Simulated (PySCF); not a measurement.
C2HCl3, triplet, geometry from GFN2-xTB (a higher spin typed on purpose: for a closed-shell molecule this is an excited state). Base run: PBE/6-31G (PySCF).

Input for PySCF:
```python
from pyscf import gto, scf, dft, solvent

mol = gto.Mole()
mol.atom = '''
    Cl    2.09210107    0.21566585    0.61290401
    C     1.01440900   -0.42795446   -0.55713415
    C    -0.38365937   -0.25037676   -0.45062119
    Cl   -1.10364010    1.26584771   -0.85258739
    Cl   -1.29857385   -1.18531169    0.67530684
    H     1.48742119   -0.96544462   -1.35906664
'''
mol.basis = '6-31g'
mol.spin = 2
mol.verbose = 3
mol.build()

mf = dft.UKS(mol)
mf.xc = 'pbe'
mf.kernel()
```

The base run was repeated with changes; each row names its change, and settings that it needs were set with it.

| change | ΔE vs base (kJ/mol) | dipole (D) |
|---|---|---|
| base | 0.00 | 1.08 |
| model = IEF-PCM; solvent = 2-propanol; r_probe = 0.5 | -2.45 | 1.26 |
| model = IEF-PCM; solvent = methanol | -6.80 | 1.41 |
| model = IEF-PCM; solvent = 2-propanol; lebedev_order = 41 | -6.57 | 1.40 |
| model = IEF-PCM; solvent = 2-propanol | -6.55 | 1.40 |
| model = ddCOSMO; solvent = 2-propanol | -4.72 | 1.34 |
| model = IEF-PCM; solvent = 2-propanol; vdw_scale = 1.0 | -16.64 | 1.54 |
| model = IEF-PCM; solvent = 2-propanol; vdw_scale = 1.1 | -9.97 | 1.46 |
| model = C-PCM; solvent = 2-propanol | -6.74 | 1.41 |
| model = IEF-PCM; solvent = n-hexane | -2.45 | 1.20 |
| model = SS(V)PE; solvent = 2-propanol | -6.44 | 1.39 |
| model = IEF-PCM; solvent = dimethylsulfoxide | -6.91 | 1.42 |

The base is the gas phase, so ΔE is the electrostatic part of solvation at a fixed geometry, without cavity and dispersion terms.

Open shells are given as the SCF converged; they aren't shown to be the lowest states, and a large step between rows can be another state.
